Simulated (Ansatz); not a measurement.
C$_{4}$H$_{9}$ (SMILES C[C](C)C), doublet, at a GFN2-xTB geometry, with bond 10-3 at 2.4 times its length; Ansatz (an electronic-structure program) with SC-NEVPT2/6-31G, CASSCF(5,7).

Ansatz was given this input:
Ansatz 0.2 input:
```yaml
crystal:
  periodic: [false, false, false]
  atoms:
    - {symbol: C, position_ang: [0.00023255, -0.00038654, 0.11531580]}
    - {symbol: C, position_ang: [-0.00196340, 1.47890203, -0.01633315]}
    - {symbol: C, position_ang: [1.28276078, -0.73724528, -0.01712977]}
    - {symbol: C, position_ang: [-1.28103607, -0.74176229, -0.00192288]}
    - {symbol: H, position_ang: [0.00533747, 1.79203493, -1.06950692]}
    - {symbol: H, position_ang: [-0.89210208, 1.91042643, 0.44006010]}
    - {symbol: H, position_ang: [0.88040339, 1.91391175, 0.45231464]}
    - {symbol: H, position_ang: [1.56175249, -0.87942031, -1.07031343]}
    - {symbol: H, position_ang: [2.09754855, -0.19116268, 0.45767582]}
    - {symbol: H, position_ang: [1.11571072, -3.11283718, 1.06189305]}
    - {symbol: H, position_ang: [-1.56790184, -0.89216050, -1.05187077]}
    - {symbol: H, position_ang: [-1.20458862, -1.72845315, 0.45367356]}
    - {symbol: H, position_ang: [-2.09356910, -0.19514891, 0.47592392]}
basis:
  gaussian:
    orbitals: 6-31G
correlation: {method: sc_nevpt2, electrons: all, active_space: {window: {electrons: 5, orbitals: 7}}}
magnetization: {spin_polarized: false, initial_magnetization: 1}
```

Output, abridged:

```
Functional definition: HF
797 factors; integrals over basis functions are off by at most 2.0e-4 eV
mean field evaluation 1: about -4253.2738 eV, gradient 2.6e1 eV
mean field evaluation 2: about -4253.2712 eV, gradient 2.6e1 eV
mean field evaluation 4: about -4256.2955 eV, gradient 5.2e0 eV
mean field evaluation 8: about -4256.5697 eV, gradient 3.0e-1 eV
mean field evaluation 16: about -4254.3796 eV, gradient 7.8e0 eV
mean field -4256.56981748 eV, -156.4260555856 hartree, gradient 1.2e-6 eV, S^2 0.750000; 2 other end points of the search recorded, 0 dependent functions left out
reference -4256.56981748 eV, -156.4260555856 hartree; 17, 16 occupied and 37, 38 virtual orbitals, 797 factors
state -4258.99296830 eV, -156.5151047360 hartree
state -4258.99296830 eV, -156.5151047360 hartree; corrected -4267.48775942 eV, -156.8272825515 hartree
Total energy: -4267.48775942 eV, -156.8272825515 hartree
```
